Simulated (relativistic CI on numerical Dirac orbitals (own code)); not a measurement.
W³⁺: q coefficients and field-shift factors

Calculated at this level of theory: Dirac-Coulomb-Breit CI, KLI orbitals optimised for each configuration, valence Slater integrals scaled by 0.85, P86 correlation energy added to each configuration, derivatives by finite differences, QED left out (own radial code, finite nucleus).

Configurations in the expansion (outside the closed core [Xe] 4f14): 5d3, 5d2 6s, 5d 6s2, 5d2 6p, 5d2 5f, 5d 6s 6p, 5d2 6d, 5d 5f2. Levels of other configurations are missing.

With x = (α/α₀)² − 1 an excitation energy changes as ω = ω₀ + qx; K = 2q/ω₀ is the relative enhancement. Terms are leading LS components, so labels can repeat. The field-shift factor is F = δν/δ⟨r²⟩ for the transition from the lowest level.

Lowest level 5d3 4F_3/2.

```tsv
Level	ω₀ (cm⁻¹)	q (cm⁻¹)	K	F (GHz/fm²)
5d3 4F_5/2	2954.4	3428	2.32	0.322
5d3 4F_7/2	5854.5	5714	1.95	0.665
5d3 4F_9/2	8358.3	6596	1.58	0.947
5d3 4P_3/2	10460.0	-332.9	-0.0636	2.74
5d3 4P_1/2	11792.3	1226	0.208	2.52
5d3 2G_7/2	14819.3	4810	0.649	1.93
5d3 2H_9/2	15677.8	5323	0.679	1.22
5d3 4P_5/2	16583.4	6344	0.765	1.31
5d3 2P_1/2	17726.3	4806	0.542	5.44
5d3 4P_3/2	17867.2	5469	0.612	3.43
5d3 2H_11/2	21559.8	7630	0.708	1.24
5d3 2D_5/2	22133.6	5958	0.538	5.39
5d3 2G_9/2	22885.3	10520	0.92	2.52
```

For a near-neutral ion this model can misplace configurations by up to about 10,000 cm⁻¹ (more where the count of f electrons changes) and terms by 10 to 25 % of their spread. Rates follow the energies as ν³ (E1, M1) or ν⁵ (E2), so they and the lifetimes can be off by large factors. The fine structure of a lone outer electron comes out too small, for d and f at times inverted, and misplaced configurations move strength between like terms.
